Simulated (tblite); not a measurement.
Isomers of C6H9ClOSi. Method: GFN2-xTB as coded in tblite; computed harmonic values from a numerical Hessian at the method's own geometry, unscaled. Against measured fundamentals such values can be off by several per cent, at times by over 20. Modes of hydrogen on silicon can be 10 to 20 % off. One conformer each.

Electronic energies: GFN2-xTB at the same geometries; isomer energies are rough at this level and their order can be wrong.

```
                     SMILES  electronic energy, lowest = 0 (kcal/mol)
C=C(Cl)[C@H]1CCC(=O)[SiH2]1                                       7.0
      C=CCOC1=C([SiH2]Cl)C1                                      24.4
    O=CC1=C[SiH2][C@H]1CCCl                                      29.9
 C=C(Cl)[C@@H]1[SiH2]CCC1=O                                       0.0
```

Question: How do GFN2-xTB zero-point energies change the relative energies?

Answer: 
```csv
SMILES,ZPE (kcal/mol),of it from modes above 1550 cm⁻¹,electronic (kcal/mol),"with ZPE, lowest = 0 (kcal/mol)",lowest mode (cm⁻¹),rings
C=C(Cl)[C@@H]1[SiH2]CCC1=O,81.9,41.8,0.0,0.0,26,1
C=C(Cl)[C@H]1CCC(=O)[SiH2]1,81.8,41.7,7.0,7.0,39,1
C=CCOC1=C([SiH2]Cl)C1,80.5,41.9,24.4,23.1,7i,1
O=CC1=C[SiH2][C@H]1CCCl,81.0,40.8,29.9,29.0,37,1
```

The zero-point energies span 1.4 kcal/mol, from `C=CCOC1=C([SiH2]Cl)C1` to `C=C(Cl)[C@@H]1[SiH2]CCC1=O`. Slightly imaginary modes are left out of the zero-point energy: `C=CCOC1=C([SiH2]Cl)C1` 6.9i cm⁻¹. The order is unchanged.

Question: What do entropy and thermal enthalpy add at 298.15 K and 1 bar (rigid rotor, harmonic oscillator, one conformer each)?

Answer: 
```
                     SMILES  point group  symmetry number  S (cal/(mol K))  H − H(0) (kcal/mol)  ZPE + H − H(0) − TS (kcal/mol)
 C=C(Cl)[C@@H]1[SiH2]CCC1=O           C1                1            100.6                 6.94                            58.8
C=C(Cl)[C@H]1CCC(=O)[SiH2]1           C1                1            100.1                 6.98                            58.9
    O=CC1=C[SiH2][C@H]1CCCl           C1                1            103.6                 7.28                            57.4
```

Not tabulated: `C=CCOC1=C([SiH2]Cl)C1` (lowest mode only 7i cm⁻¹).
